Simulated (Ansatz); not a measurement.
Abridged output of a molecular run in Ansatz:

```
Functional definition: HF
1608 factors; integrals over basis functions are off by at most 9.0e-4 eV
mean field evaluation 1: about -60995.9596 eV, gradient 3.8e1 eV
mean field evaluation 2: about -60996.1262 eV, gradient 3.8e1 eV
mean field evaluation 4: about -61000.0969 eV, gradient 4.4e0 eV
mean field evaluation 8: about -61000.1795 eV, gradient 3.3e-1 eV
mean field evaluation 16: about -61000.1810 eV, gradient 1.6e-6 eV
mean field -61000.18103151 eV, -2241.7153055004 hartree, gradient 1.6e-6 eV, S^2 0.000000; 0 other end points of the search recorded, 0 dependent functions left out
15 core orbitals not correlated: weight in the atoms' cores, before any rotation towards them, 1.000 or more for the frozen orbitals, at most 0.000 for the correlated occupied ones
reference -61000.18103151 eV, -2241.7153055004 hartree; 21, 21 occupied and 208, 208 virtual orbitals, 1608 factors
second order -25.45330586 eV of doubles, -0.00000000 eV of singles
cycle   1  -24.82339560 eV  change    6.3e-1 eV  update   1.3e-1
cycle   2  -25.62021006 eV  change   -8.0e-1 eV  update   3.9e-2
cycle   3  -25.74135302 eV  change   -1.2e-1 eV  update   1.9e-2
cycle   4  -25.72536646 eV  change    1.6e-2 eV  update   5.2e-3
cycle   5  -25.72477919 eV  change    5.9e-4 eV  update   2.5e-3
cycle   6  -25.72542365 eV  change   -6.4e-4 eV  update   8.5e-4
cycle   7  -25.72482993 eV  change    5.9e-4 eV  update   4.1e-4
cycle   8  -25.72481063 eV  change    1.9e-5 eV  update   1.9e-4
cycle   9  -25.72491114 eV  change   -1.0e-4 eV  update   9.7e-5
cycle  10  -25.72482776 eV  change    8.3e-5 eV  update   5.1e-5
cycle  11  -25.72486499 eV  change   -3.7e-5 eV  update   2.4e-5
perturbative correction -1.07849315 eV, -0.0396338921 hartree
Total energy: -61026.98438966 eV, -2242.7003107441 hartree
```

Its atoms:

Z-matrix (Å, degrees):
```
C
Sb 1 2.184
H 1 1.090 2 107.9
H 1 1.091 2 112.6 3 -119.9
H 1 1.090 2 109.2 3 118.8
C 2 2.255 1 93.0 3 91.1
Ga 2 2.564 1 89.5 3 138.1
H 6 1.088 2 114.6 1 -33.3
H 6 1.090 2 110.5 1 -159.9
H 7 1.552 2 157.0 1 75.9
```

(1) Which basis set was used?
A. def2-QZVPP
B. cc-pV(D+d)Z
C. def2-TZVPPD
D. def2-TZVPP

(2) Write the keys of the input that set method, charge and spin (a neutral closed shell needs none for the last two).

Results:

(1) D. It gives 244 functions.

(2) 
```yaml
correlation: {method: ccsd_t}
```
